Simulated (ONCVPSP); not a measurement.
## LDA (Perdew-Wang 92) ONCV dataset for ruthenium, fully relativistic all-electron reference.

The input file (ONCVPSP 4.0.1):

```
# ATOM AND REFERENCE CONFIGURATION
# atsym  z   nc   nv     iexc    psfile
  Ru 44.00    6    3  -001012      upf
#
#   n    l    f
    1    0    2.00
    2    0    2.00
    2    1    6.00
    3    0    2.00
    3    1    6.00
    3    2   10.00
    4    0    2.00
    4    1    6.00
    4    2    6.00
#
# PSEUDOPOTENTIAL AND OPTIMIZATION
# lmax
    2
#
#   l,   rc,      ep,       ncon, nbas, qcut
    0    1.65    0.00    4    8    6.50
    1    1.10    0.00    4    8    6.80
    2    2.00    0.00    3    7    9.20
#
# LOCAL POTENTIAL
# lloc, lpopt,  rc(5),   dvloc0
    4    3    0.75    0.00
#
# VANDERBILT-KLEINMAN-BYLANDER PROJECTORs
# l, nproj, debl
    0    2    0.90
    1    2    1.50
    2    2    1.10
#
# MODEL CORE CHARGE
# icmod, fcfact, rcfact
    3    3.75    1.10
#
# LOG DERIVATIVE ANALYSIS
# epsh1, epsh2, depsh
   -5.00    5.00    0.04
#
# OUTPUT GRID
# rlmax, drl
    6.00    0.01
#
# TEST CONFIGURATIONS
# ncnf
    4
# nvcnf
#   n    l    f
    4
    4    0    2.00
    4    1    6.00
    4    2    7.00
    5    0    1.00
#
    3
    4    0    2.00
    4    1    6.00
    4    2    7.00
#
    3
    4    0    2.00
    4    1    6.00
    4    2    5.00
#
    4
    4    0    2.00
    4    1    6.00
    4    2    6.00
    5    0    1.00
#
```

Command:

```bash
oncvpspr.x < Ru.dat > Ru.out
```

Output (shortened: citation, most of the input echo, consistency checks and plot data are left out):

```
ONCVPSP  (Optimized Norm-Conservinng Vanderbilt PSeudopotential)
relativistic version 4.0.1

#   n    l    f        energy (Ha)
    1    0    2.00    -8.0545394D+02
    2    0    2.00    -1.1645437D+02
    2    1    6.00    -1.0292941D+02    -1.0773300D+02
    3    0    2.00    -2.1106313D+01
    3    1    6.00    -1.6904472D+01    -1.7720048D+01
    3    2   10.00    -1.0727882D+01    -1.0886956D+01
    4    0    2.00    -3.5485383D+00
    4    1    6.00    -2.4049371D+00    -2.5326662D+00
    4    2    6.00    -8.9022987D-01    -9.0405519D-01

Reference configufation results
  iterations    22
  all-electron total energy (Ha)   -4.52610725D+03

Begin loop to  construct optimized pseudo wave functions
and semi-local pseudopoentials for all angular momenta

WARNING wellstate: moderately localized bound state found for n= 5 l=  0
WARNING scattering state with energy  0.05000000
WARNING will be used for the first projector

   Wellstate for l =  0  n =  6 kap= -1
     eigenvalue =   0.0500
     asymptotic potential =   0.5500
     half-point radius =  4.4668

Calculating optimized projector #   1

 for l=   0

    Fraction of norm inside rc  0.949611
    Optimizing pswf for qcut=   6.50 a_B^-1,  ecut=  21.10 Ha
    Residual kinetic energy error=  6.04D-05 Ha

    Energy error per electron        Cutoff
         Ha          eV             Ha
         0.01000     0.27211       12.02
         0.00100     0.02721       16.58
         0.00010     0.00272       20.30
         0.00001     0.00027       59.92

Calculating optimized projector #   2

 for l=   0

    Fraction of norm inside rc  0.052983
    Optimizing pswf for qcut=   6.50 a_B^-1,  ecut=  21.10 Ha
    Residual kinetic energy error=  7.66D-05 Ha

    Energy error per electron        Cutoff
         Ha          eV             Ha
         0.01000     0.27211        6.04
         0.00100     0.02721       15.98
         0.00010     0.00272       20.59
         0.00001     0.00027       53.89

WARNING wellstate: negative energy specified for n= 5 l=  1
WARNING scattering state with energy  0.25000000
WARNING will be used for the first projector

   Wellstate for l =  1  n =  6 kap= -2
     eigenvalue =   0.2500
     asymptotic potential =   0.7500
     half-point radius =  4.6646

Calculating optimized projector #   1

 for l=   1

    Fraction of norm inside rc  0.515604
    Optimizing pswf for qcut=   6.78 a_B^-1,  ecut=  22.99 Ha
    Residual kinetic energy error=  9.46D-03 Ha

    Energy error per electron        Cutoff
         Ha          eV             Ha
         0.01000     0.27211       22.58
         0.00100     0.02721      128.59
         0.00010     0.00272      166.26
         0.00001     0.00027      214.15

Calculating optimized projector #   2

 for l=   1

    Fraction of norm inside rc  0.031685
    Optimizing pswf for qcut=   6.78 a_B^-1,  ecut=  22.99 Ha
    Residual kinetic energy error=  1.37D-03 Ha

    Energy error per electron        Cutoff
         Ha          eV             Ha
         0.01000     0.27211        9.06
         0.00100     0.02721       24.85
         0.00010     0.00272       97.10
         0.00001     0.00027      217.53

   Wellstate for l =  1  n =  6 kap=  1
     eigenvalue =  -1.0327

Calculating optimized projector #   1

 for l=   1

    Fraction of norm inside rc  0.547510
    Optimizing pswf for qcut=   6.78 a_B^-1,  ecut=  22.99 Ha
    Residual kinetic energy error=  9.69D-03 Ha

    Energy error per electron        Cutoff
         Ha          eV             Ha
         0.01000     0.27211       22.70
         0.00100     0.02721      132.91
         0.00010     0.00272      168.05
         0.00001     0.00027      221.03

Calculating optimized projector #   2

 for l=   1

    Fraction of norm inside rc  0.031303
    Optimizing pswf for qcut=   6.78 a_B^-1,  ecut=  22.99 Ha
    Residual kinetic energy error=  1.35D-03 Ha

    Energy error per electron        Cutoff
         Ha          eV             Ha
         0.01000     0.27211        9.47
         0.00100     0.02721       24.86
         0.00010     0.00272       88.14
         0.00001     0.00027      213.45

   Wellstate for l =  2  n =  5 kap= -3
     eigenvalue =   0.2098
     asymptotic potential =   0.7098
     half-point radius =  3.1214

Calculating optimized projector #   1

 for l=   2

    Fraction of norm inside rc  0.794900
    Optimizing pswf for qcut=   9.21 a_B^-1,  ecut=  42.38 Ha
    Residual kinetic energy error=  6.81D-10 Ha

    Energy error per electron        Cutoff
         Ha          eV             Ha
         0.01000     0.27211       17.72
         0.00100     0.02721       22.88
         0.00010     0.00272       27.37
         0.00001     0.00027       31.17

Calculating optimized projector #   2

 for l=   2

    Fraction of norm inside rc  0.143367
    Optimizing pswf for qcut=   9.21 a_B^-1,  ecut=  42.38 Ha
    Residual kinetic energy error=  1.23D-09 Ha

    Energy error per electron        Cutoff
         Ha          eV             Ha
         0.01000     0.27211       16.70
         0.00100     0.02721       22.45
         0.00010     0.00272       27.55
         0.00001     0.00027       31.85

   Wellstate for l =  2  n =  5 kap=  2
     eigenvalue =   0.1959

Calculating optimized projector #   1

 for l=   2

    Fraction of norm inside rc  0.802203
    Optimizing pswf for qcut=   9.21 a_B^-1,  ecut=  42.38 Ha
    Residual kinetic energy error=  7.17D-10 Ha

    Energy error per electron        Cutoff
         Ha          eV             Ha
         0.01000     0.27211       17.95
         0.00100     0.02721       23.10
         0.00010     0.00272       27.60
         0.00001     0.00027       31.38

Calculating optimized projector #   2

 for l=   2

    Fraction of norm inside rc  0.142987
    Optimizing pswf for qcut=   9.21 a_B^-1,  ecut=  42.38 Ha
    Residual kinetic energy error=  1.38D-09 Ha

    Energy error per electron        Cutoff
         Ha          eV             Ha
         0.01000     0.27211       16.89
         0.00100     0.02721       22.65
         0.00010     0.00272       27.75
         0.00001     0.00027       32.03

Construct Vanderbilt / Kleinmman-Bylander projectors

B matrix Hermiticity error, ll=  0  kap= -1
   1   2   -3.4947D-04

  Orthonormal projector coefficients  1.8367E+01  2.3405E+00

B matrix Hermiticity error, ll=  1  kap= -2
   1   2   -2.5450D-04

  Orthonormal projector coefficients  1.6925E+01  4.5032E+00

B matrix Hermiticity error, ll=  1  kap=  1
   1   2   -2.7425D-04

  Orthonormal projector coefficients  1.6792E+01  4.4588E+00

B matrix Hermiticity error, ll=  2  kap= -3
   1   2    1.1248D-04

  Orthonormal projector coefficients -1.4015E+01  4.3743E+00

B matrix Hermiticity error, ll=  2  kap=  2
   1   2    1.1440D-04

  Orthonormal projector coefficients -7.2315E+00  4.8649E+00

 Orthonormal scalar projector coefficients, l =  1
  1.6853E+01  4.4693E+00  4.6146E-02  1.0270E-03

 Orthonormal spin-orbit projector coefficients, l =  1
 -1.0527E+00  1.0436E+00  1.9422E-01 -6.6923E-02

 Orthonormal scalar projector coefficients, l =  2
 -1.1242E+01  4.5123E+00 -1.3411E-03  9.0824E-06

 Orthonormal spin-orbit projector coefficients, l =  2
 -2.9410E+00  2.7698E-02  4.3404E-03 -7.7668E-04

Model core correction analysis
  based on d2Exc/dn_idn_j

d2excae - all-electron derivatives

   -2.468476D-02   -2.226340D-02   -1.443681D-02
   -2.226346D-02   -2.096162D-02   -1.509448D-02
   -1.443688D-02   -1.509450D-02   -1.531161D-02

d2excps - pseudofunction derivatives with no core correction

   -4.408302D-02   -3.394877D-02   -2.039290D-02
   -3.394972D-02   -3.193693D-02   -2.231234D-02
   -2.039331D-02   -2.231249D-02   -2.205267D-02

rms 2nd derivative error    1.049052E-02

rmatch, rhocmatch    0.6934   15.6933

Teter function model core charge with specified parameters

d2excps - pseudofunction derivatives with core correction

   -3.505774D-02   -3.064607D-02   -1.943171D-02
   -3.064616D-02   -3.031026D-02   -2.175519D-02
   -1.943187D-02   -2.175529D-02   -2.184193D-02

rms 2nd derivative error    7.577817E-03

Pseudoatom total energy  -93.958633

Diagnostic tests using Vanderbilt-Kleinman-Bylander pseudopotentials
  relativistic with J = L +/- 1/2 projectors

   l  kap   rcore       rmatch      e in        delta e    norm test   slope test

   0  -1   1.6508401   1.7009632  -3.5485383   0.0000012   1.0001488   1.0001387
   0  -1   1.6508401   1.7009632   0.0500000   0.0000260   1.0003854   1.0003854

   1  -2   1.1057076   1.1392793  -2.4049371  -0.0000518   1.0001504   1.0002364
   1   1   1.1057076   1.1392793  -2.5326662   0.0000085   1.0001630   1.0001641
   1  -2   1.1057076   1.1392793   0.2500000   0.0000058   1.0004649   1.0004649
   1   1   1.1057076   1.1392793   0.2392239   0.0000060   1.0004779   1.0004779

   2  -3   2.0111218   2.0721839  -0.8902299  -0.0002019   1.0003873   1.0000898
   2   2   2.0111218   2.0721839  -0.9040552  -0.0000186   1.0001082   1.0000754
run_diag_r: lschvkbbe ERROR   2   2  -3  60  2.09770140E-01  1.38793126E-01
   2  -3   2.0111218   2.0721839   0.2097701  -0.0709770   0.1909851   0.1736367
   2   2   2.0111218   2.0721839   0.2046054  -0.0000444   1.0001737   1.0001737

Diagnostic tests using Vanderbilt-Kleinman-Bylander pseudopotentials
  relativistic with scalar and spin-orbit non-local projectors

   l  kap   rcore       rmatch      e in        delta e    norm test   slope test

   0  -1   1.6508401   1.7009632  -3.5485383   0.0000012   1.0001488   1.0001387
   0  -1   1.6508401   1.7009632   0.0500000   0.0000260   1.0003854   1.0003854

   1  -2   1.1057076   1.1392793  -2.4049371  -0.0002086   1.0001442   1.0000062
   1   1   1.1057076   1.1392793  -2.5326662  -0.0001552   1.0001590   0.9999733
   1  -2   1.1057076   1.1392793   0.2500000  -0.0002516   1.0004542   1.0004542
   1   1   1.1057076   1.1392793   0.2392239  -0.0002387   1.0004653   1.0004653

   2  -3   2.0111218   2.0721839  -0.8902299   0.0004433   1.0000713   1.0008048
   2   2   2.0111218   2.0721839  -0.9040552   0.0004751   0.9997735   1.0005004
run_diag_r: lschvkbbe ERROR   2   2  -3  60  2.09770140E-01  1.38793126E-01
   2  -3   2.0111218   2.0721839   0.2097701  -0.0709770   0.1865392   0.1693756
   2   2   2.0111218   2.0721839   0.2046054   0.0007385   1.0003574   1.0003574

Ghost test for J = L + 1/2

 Testing for bound ghosts
   n   l    E NL Schr. Eq   E Basis Diag.   E Cutoff

   1   0       -3.548537       -3.548534     97.05

   2   1       -2.404989       -2.402925    246.89

   3   2       -0.890432       -0.890246     63.96

 Testing for highly-localized positive-energy ghosts
       l    <radius>/rc     E Basis Diag.   E Cutoff

       0        0.196966        1.012234     97.05  WARNING - GHOST(+)

       2        0.263416        0.377905     63.96  WARNING - GHOST(+)

Ghost test for J = L - 1/2

 Testing for bound ghosts
   n   l    E NL Schr. Eq   E Basis Diag.   E Cutoff

   1   0       -3.548537       -3.548534     97.05

   2   1       -2.532658       -2.531125    246.89

   3   2       -0.904074       -0.903913     63.96

 Testing for highly-localized positive-energy ghosts
       l    <radius>/rc     E Basis Diag.   E Cutoff

       0        0.196966        1.012234     97.05  WARNING - GHOST(+)

       2        0.992498        6.200540     63.96  WARNING - GHOST(+)

Test configuration 0

   n   l kap    f        eae           eps        diff
   1   0  -1  2.0000 -805.45394441
   2   0  -1  2.0000 -116.45436798
   2   1  -2  4.0000 -102.92940521
   2   1   1  2.0000 -107.73299920
   3   0  -1  2.0000  -21.10631315
   3   1  -2  4.0000  -16.90447237
   3   1   1  2.0000  -17.72004784
   3   2  -3  6.0000  -10.72788177
   3   2   2  4.0000  -10.88695636
   4   0  -1  2.0000   -3.54853830   -3.54853710    1.21E-06
   4   1  -2  4.0000   -2.40493706   -2.40498888   -5.18E-05
   4   1   1  2.0000   -2.53266619   -2.53265771    8.49E-06
   4   2  -3  3.6000   -0.89022987   -0.89043174   -2.02E-04
   4   2   2  2.4000   -0.90405519   -0.90407375   -1.86E-05

    Total energies and differences
      AE_ref= -4.52610725E+03  AE_tst= -4.52610725E+03  dif=  0.00E+00
      PS_ref= -9.39586328E+01  PS_tst= -9.39586328E+01  dif= -5.40E-13
      PSP excitation error=  5.40E-13

Test configuration 1

   n   l kap    f        eae           eps        diff
   1   0  -1  2.0000 -804.70360332
   2   0  -1  2.0000 -115.70397389
   2   1  -2  4.0000 -102.17908482
   2   1   1  2.0000 -106.98268500
   3   0  -1  2.0000  -20.35699809
   3   1  -2  4.0000  -16.15519814
   3   1   1  2.0000  -16.97071764
   3   2  -3  6.0000   -9.97847238
   3   2   2  4.0000  -10.13752869
   4   0  -1  2.0000   -2.80767871   -2.80684613    8.33E-04
   4   1  -2  4.0000   -1.66953149   -1.66936181    1.70E-04
   4   1   1  2.0000   -1.79581617   -1.79555351    2.63E-04
   4   2  -3  4.2000   -0.19380231   -0.19395521   -1.53E-04
   4   2   2  2.8000   -0.20572312   -0.20573715   -1.40E-05
   5   0  -1  1.0000   -0.16577777   -0.16579028   -1.25E-05

    Total energies and differences
      AE_ref= -4.52610725E+03  AE_tst= -4.52706434E+03  dif= -9.57E-01
      PS_ref= -9.39586328E+01  PS_tst= -9.49159154E+01  dif= -9.57E-01
      PSP excitation error=  1.94E-04

Test configuration 2

   n   l kap    f        eae           eps        diff
   1   0  -1  2.0000 -804.97766266
   2   0  -1  2.0000 -115.97377682
   2   1  -2  4.0000 -102.44913862
   2   1   1  2.0000 -107.25283255
   3   0  -1  2.0000  -20.62810327
   3   1  -2  4.0000  -16.42629994
   3   1   1  2.0000  -17.24178920
   3   2  -3  6.0000  -10.24920902
   3   2   2  4.0000  -10.40824966
   4   0  -1  2.0000   -3.08203093   -3.08215613   -1.25E-04
   4   1  -2  4.0000   -1.94508287   -1.94525055   -1.68E-04
   4   1   1  2.0000   -2.07106607   -2.07122125   -1.55E-04
   4   2  -3  4.2000   -0.46555012   -0.46574368   -1.94E-04
   4   2   2  2.8000   -0.47786074   -0.47793543   -7.47E-05

    Total energies and differences
      AE_ref= -4.52610725E+03  AE_tst= -4.52678480E+03  dif= -6.78E-01
      PS_ref= -9.39586328E+01  PS_tst= -9.46363432E+01  dif= -6.78E-01
      PSP excitation error=  1.62E-04

Test configuration 3

   n   l kap    f        eae           eps        diff
   1   0  -1  2.0000 -806.01133602
   2   0  -1  2.0000 -117.01818817
   2   1  -2  4.0000 -103.49282176
   2   1   1  2.0000 -108.29628603
   3   0  -1  2.0000  -21.66395013
   3   1  -2  4.0000  -17.46201096
   3   1   1  2.0000  -18.27782144
   3   2  -3  6.0000  -11.28643223
   3   2   2  4.0000  -11.44559388
   4   0  -1  2.0000   -4.08220065   -4.08194860    2.52E-04
   4   1  -2  4.0000   -2.92858899   -2.92803083    5.58E-04
   4   1   1  2.0000   -3.05895163   -3.05825053    7.01E-04
   4   2  -3  3.0000   -1.37419998   -1.37393251    2.67E-04
   4   2   2  2.0000   -1.38960182   -1.38905283    5.49E-04

    Total energies and differences
      AE_ref= -4.52610725E+03  AE_tst= -4.52497359E+03  dif=  1.13E+00
      PS_ref= -9.39586328E+01  PS_tst= -9.28250439E+01  dif=  1.13E+00
      PSP excitation error=  6.78E-05

Test configuration 4

   n   l kap    f        eae           eps        diff
   1   0  -1  2.0000 -805.11969669
   2   0  -1  2.0000 -116.12501739
   2   1  -2  4.0000 -102.59976742
   2   1   1  2.0000 -107.40325073
   3   0  -1  2.0000  -20.77630483
   3   1  -2  4.0000  -16.57448711
   3   1   1  2.0000  -17.39006042
   3   2  -3  6.0000  -10.39822480
   3   2   2  4.0000  -10.55730504
   4   0  -1  2.0000   -3.21829412   -3.21693138    1.36E-03
   4   1  -2  4.0000   -2.07479020   -2.07442422    3.66E-04
   4   1   1  2.0000   -2.20248174   -2.20195520    5.27E-04
   4   2  -3  3.6000   -0.56853520   -0.56871688   -1.82E-04
   4   2   2  2.4000   -0.58189297   -0.58186881    2.42E-05
   5   0  -1  1.0000   -0.44516240   -0.44519836   -3.60E-05

    Total energies and differences
      AE_ref= -4.52610725E+03  AE_tst= -4.52668500E+03  dif= -5.78E-01
      PS_ref= -9.39586328E+01  PS_tst= -9.45364548E+01  dif= -5.78E-01
      PSP excitation error=  7.63E-05
```

The run took about 5.4 s on one core of a shared server CPU.
